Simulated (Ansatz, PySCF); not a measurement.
System: SbCl3, charge 0, multiplicity 1. SMILES: [Sb]([Cl])([Cl])[Cl]
Geometry from a B3LYP-D3(BJ)/def2-TZVP (Ansatz, a program for electronic structure) optimisation:
```xyz
4

Sb    -0.0031     0.0017     0.5803
Cl    -1.7985    -0.9884    -0.5870
Cl     0.0495     2.0519    -0.5860
Cl     1.7584    -1.0686    -0.5677
```

Property: vertical ionisation energy (to the doublet state of charge +1; each state is the SCF solution reached for its spin; the molecule has degenerate orbitals, so one determinant may break the symmetry), in eV. Correlated levels leave the core frozen unless marked. UHF or UKS for open shells. Spin-orbit coupling is left out. Frozen are the shells of the preceding noble gas and the d and f shells that filled before the atom's block. In def2 rows, elements after Kr have scalar-relativistic effective core potentials. CBS(X,Y): correlation extrapolated as X^-3; Hartree-Fock from the larger set. [CCSD(T)-MP2]/basis is that difference in the basis named.

| level | program | vertical ionisation energy (eV) |
|---|---|---|
| HF/def2-SVPD | Ansatz | 10.27 |
| HF/def2-TZVPPD | Ansatz | 10.15 |
| HF/def2-QZVPPD | Ansatz | 10.13 |
| SVWN5/def2-TZVPD | Ansatz | 10.47 |
| PBE/def2-TZVPD | Ansatz | 10.26 |
| r2SCAN/def2-TZVPD | Ansatz | 10.46 |
| BHLYP/def2-TZVPD | Ansatz | 10.71 |
| CAM-B3LYP/def2-TZVPD | Ansatz | 10.76 |
| wB97M-V/def2-TZVPD | Ansatz | 10.72 |
| wB97X-V/def2-TZVPD | Ansatz | 10.80 |
| MP2/def2-SVPD | Ansatz | 10.68 |
| MP2/def2-TZVPPD | Ansatz | 10.73 |
| RI-MP2/def2-QZVPPD | Ansatz | 10.81 |
| RI-MP2/CBS(def2-TZVPPD,def2-QZVPPD) | Ansatz | 10.88 |
| SCS-MP2/def2-SVPD | Ansatz | 10.68 |
| SCS-MP2/def2-TZVPPD | Ansatz | 10.73 |
| CCSD/def2-TZVPPD | Ansatz | 10.64 |
| CCSD(T)/def2-SVPD | Ansatz | 10.52 |
| CCSD(T)/def2-TZVPPD | Ansatz | 10.59 |
| RI-MP2/CBS(def2-TZVPPD,def2-QZVPPD)+[CCSD(T)-MP2]/def2-SVPD | Ansatz | 10.72 |
| RI-MP2/CBS(def2-TZVPPD,def2-QZVPPD)+[CCSD(T)-MP2]/def2-TZVPPD | Ansatz | 10.73 |

For comparison, minus the highest occupied orbital energy (PySCF): 11.09 eV at HF/def2-TZVPD, 8.07 eV at TPSSh/def2-TZVPD, 7.55 eV at PBE/def2-TZVPD.
